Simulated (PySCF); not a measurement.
Sr(OH)₂, optimised at PBE/def2-SVP:

```xyz
5

Sr    -0.7422    -0.1277     0.2533
O     -0.5000    -2.1282     1.0583
O     -1.1218     1.9118     0.8896
H     -0.4225    -2.9347     1.5897
H     -1.2958     2.7453     1.3519
```

Computed with PySCF (xtb for GFN2) and rigid-rotor harmonic-oscillator thermochemistry at 1 bar. All species are closed-shell singlets. Sr: scalar-relativistic def2 core potential, no spin-orbit coupling.

List the harmonic frequencies (cm⁻¹, unscaled) at this level and at the other levels, each on its own geometry.


- PBE/def2-SVP: 77, 395, 405, 415, 418, 518, 534, 3815, 3816
- GFN2-xTB: 84, 107, 244, 314, 344, 481, 579, 3612, 3617
- PBE0/def2-TZVP: 72, 411, 422, 429, 435, 507, 508, 3976, 3976
